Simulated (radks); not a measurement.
Coulomb parameter of the 3d shell of the cobalt ion Co3+ in the model configuration [Ar] 3d4.5 4s1.5, as a second difference U = [E(n + 0.5) + E(n - 0.5) - 2 E(n)] / (0.5)^2 with all orbitals relaxed. "Bare": the charge of the atom changes with n. "Screened": the 4s shell takes up the change at fixed total charge, which measures U(3d,3d) + U(4s,4s) - 2 U(3d,4s). Method: Dirac Kohn-Sham, LDA (Slater exchange, Perdew-Wang correlation), spin-unpolarised, spherical densities, finite nucleus; open shells are shared between the two j in proportion to 2j + 1; Fermi nuclear charge, rms radius 3.7875 fm; computed with a radial shooting solver on a logarithmic mesh with Libxc functionals.

| case | configuration | E - E(n) (eV) |
|---|---|---|
| start | [Ar] 3d4.5 4s1.5 | 0.000 |
| bare +0.5 | [Ar] 3d5 4s1.5 | -26.039 |
| bare -0.5 | [Ar] 3d4 4s1.5 | 31.353 |
| screened +0.5 | [Ar] 3d5 4s1 | -9.541 |
| screened -0.5 | [Ar] 3d4 4s2 | 10.975 |

U(bare) = 21.254 eV, U(screened by 4s) = 5.734 eV.
